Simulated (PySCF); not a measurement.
# Does the structure fit the spectrum?

A compound C8H14 gives the data below (simulated from a calculation) and was assigned the structure `C1CC2CCC1CC2`.

¹³C{¹H} NMR (computed): δ 42.0 (CH2), 38.5 (CH, 2C), 36.5 (CH2, 2C), 31.3 (CH2, 2C), 22.4 (CH2).

¹H NMR (400 MHz, computed): δ 2.07 (m, 2H), 1.80 (m, 2H), 1.54 (m, 1H), 1.51 (m, 1H), 1.49 (m, 2H), 1.46 (m, 1H), 1.44 (m, 2H), 1.42 (m, 2H), 1.23 (m, 1H).

All values are calculated (PySCF): GFN2-xTB geometry, σ from GIAO-PBE0/pcSseg-1. Fast rotation and ring inversion assumed for equivalent nuclei, no solvent model, one conformer, non-relativistic Hamiltonian.

Chemical shifts δ = σref − σ; ¹H (σ = 31.72 ppm), ¹³C (σ = 186.93 ppm) vs TMS, all at this level.

**Question.** Compare with the shifts computed for the proposed structure, pairing carbons in order of shift.

**Answer.** Structure with atom numbers: `[CH2:1]1[CH2:2][C@H:3]2[CH2:4][CH2:5][C@@H:6]1[CH2:7][CH2:8]2`; H(Xn) means a hydrogen on atom n.

```tsv
atom	computed for proposal	given list	difference
C1	28.9	42.0	-13.1
C2	28.9	38.5	-9.6
C4	28.9	38.5	-9.6
C5	28.9	36.5	-7.6
C7	28.9	36.5	-7.6
C8	28.9	31.3	-2.4
C3	26.7	31.3	-4.6
C6	26.7	22.4	+4.3
```

The rms difference is 8.1 ppm and the largest -13.1 ppm at C1 (sp3 CH2 in a ring). The proposal also would give 2 carbon signals, not 5. The carbon types in order of shift don't match either: CH2, CH2, CH2, CH2, CH2, CH2, CH, CH for the proposal against CH2, CH, CH, CH2, CH2, CH2, CH2, CH2 in the data. The proposal doesn't fit.

**Question.** Which isomer fits?

**Answer.** SMILES C1C[C@@H]2CC[C@H](C1)C2.

Carbon types of the structure: 2 × CH, 6 × CH2, which accounts for all hydrogens. δC 42.0, 36.5, 31.3, 22.4: sp3 CH2 in a ring; saturated and bonded to C and H only. δC 38.5: sp3 CH in a ring; a saturated carbon with 3 carbon neighbours and no heteroatom attached. δH 2.07: hydrogen on an sp3 CH in a ring. δH 1.80, 1.54, 1.51, 1.49, 1.46, 1.44, 1.42, 1.23: hydrogen on an sp3 CH2 in a ring; far from electronegative atoms and π systems.

The shifts were computed for this structure.

Shifts are as computed. Against solution values, carbons near 30 ppm lie about +3 ppm off and those near 130 ppm about +5 ppm. Of 1211 compounds with measured shifts, 218 miss one by over three times the rms of a fit or turn the order of signals round; such compounds aren't used in these exercises. No couplings were computed; multiplicities are counted from neighbouring protons, with m where these are inequivalent, close in shift, in a saturated or five-membered ring or joined by F or P, and br s for small geminal =CH2 splittings.
